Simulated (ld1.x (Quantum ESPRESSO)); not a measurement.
Sn (Z = 50): TM pseudisation with BP86, fully relativistic reference atom.

```
Element                 : tin (Sn)
Generator               : ld1.x (Quantum ESPRESSO) 7.5
Type                    : norm-conserving Troullier–Martins (Kleinman–Bylander form)
Functional              : BP86
Relativity              : fully relativistic
Frozen core             : [Kr] 4d10
Valence charge          : 4
Reference configuration : 5s2 5p0 (charge +2)
Partial waves           : 5p (bound, empty): rc 2.30 bohr; 5s (bound): rc 2.15 bohr
Local potential         : the s channel
Core correction         : Bessel-smoothed model core, default radius (core density twice the valence density)
```

Open shells are filled in proportion to 2j + 1 (rel_dist='average').

Task: Does the generator finish with these settings?

Result: Yes, a potential is produced and its reference levels are reproduced.

Task: Estimate the cutoffs (Ry, on a coarse ladder) from which the occupation-weighted sum of valence levels, in a spherical-Bessel basis at the reference potential, stays within 10 and 1 mRy of its value at 400 Ry.

Result: 21 Ry and 30 Ry.

Task: What does a ghost test show?

Result: No extra level below or beside the all-electron valence levels (p1/2, p3/2, s, d, f tested).

Task: Tests: 5s2 5p2; 5s2 5p1; 5s1 5p0; 5s2 5p2.3; 5s1 5p2; 5s2 5p1.5; 5s1 5p3. Which has the largest error in its energy relative to the reference configuration, and how large is it?

Result: 5s1 5p0, with -115 meV (all-electron minus pseudo) on +31.17 eV.
